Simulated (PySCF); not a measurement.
Computed shifts of a molecule CH₅FOSi₂, PBE/pcSseg-1 (PySCF), GIAO, gas phase, atoms alike by connectivity averaged where their shifts nearly agree, in ppm (number of nuclei): ¹⁹F: -216.2 (1). ²⁹Si: 52.4 (1), 28.3 (1). ¹³C: 84.1 (1). ¹H: 6.80 (1), 6.38 (1), 6.26 (1), 5.39 (1), 5.22 (1). References: ¹⁹F against CFCl3 (σ = 133.6 ppm); ²⁹Si against TMS (σ = 335.4 ppm); ¹³C against TMS (σ = 182.0 ppm); ¹⁷O against H2O (σ = 334.3 ppm); ¹H against TMS (σ = 31.49 ppm), references at their B3LYP-D3(BJ)/def2-TZVP geometries, non-relativistic. Geometry optimised at B3LYP-D3(BJ)/def2-SVP. The values are those of a single conformer.

Which molecule gave these data?
A. FC1[SiH2]O[SiH2]1
B. O=C[SiH2][SiH2]F
C. O=C([SiH3])[SiH2]F
D. F[Si@H]1CO[SiH2]1

D, F[Si@H]1CO[SiH2]1
